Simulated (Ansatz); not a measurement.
Born–Oppenheimer molecular dynamics of CH4B2O (8 atoms, charge 0, multiplicity 1). It starts at the highest image of a converged band. Of that band: Neighbouring images differ by up to 1.3 eV, so the band resolves the path poorly. A vibrational analysis at the climbing image gives one clearly imaginary mode, 1159i cm⁻¹: a first-order saddle point.

These are results of RKS BHLYP/def2-mTZVP (Ansatz), not measurements.

```
ensemble                      : NVE (velocity Verlet)
time step                     : 0.5 fs
steps asked                   : 200
starting velocities drawn for : 300 K
seed                          : 4037
```

First frame:

```xyz
8
Properties=species:S:1:pos:R:3
C -0.402 0.817 -0.698
B 0.174 -0.226 0.282
B 0.755 -1.506 1.338
O 1.239 -0.232 1.070
H -0.161 1.832 -0.393
H 0.058 0.658 -1.672
H -1.471 0.735 -0.843
H -0.193 -2.077 0.915
```

Question: How far do the bonds stretch over the last three quarters of this one trajectory? (Pairs bonded in most of those frames.)

Answer: 
```json
{"bond": "C1–B2", "mean (Å)": "1.573", "spread (Å)": "0.074", "shortest": "1.45", "longest": "1.70"}
{"bond": "C1–H5", "mean (Å)": "1.085", "spread (Å)": "0.011", "shortest": "1.07", "longest": "1.11"}
{"bond": "C1–H6", "mean (Å)": "1.094", "spread (Å)": "0.023", "shortest": "1.06", "longest": "1.13"}
{"bond": "C1–H7", "mean (Å)": "1.089", "spread (Å)": "0.019", "shortest": "1.05", "longest": "1.12"}
{"bond": "B2–O4", "mean (Å)": "1.434", "spread (Å)": "0.094", "shortest": "1.28", "longest": "1.59"}
{"bond": "B2–H8", "mean (Å)": "1.228", "spread (Å)": "0.107", "shortest": "1.03", "longest": "1.46"}
{"bond": "B3–O4", "mean (Å)": "1.355", "spread (Å)": "0.105", "shortest": "1.17", "longest": "1.53"}
```

Mean temperature of the second half: 2252 K. The conserved energy stayed within 0.8 meV per atom of its start (net change -0.12 meV per atom), so the integration is sound. The system heated up, since it started high on the potential surface and ran downhill. A run of 0.1 ps of so small a system gives no equilibrium averages. The orbitals stay closed-shell, which can raise the energy where a bond breaks towards radicals; this wasn't checked here.

Time of the run: 6.5 min on 2 threads of AMD EPYC 7R43 64-Core Processor (Zen 3), on a shared host, peak memory 0.17 GiB.
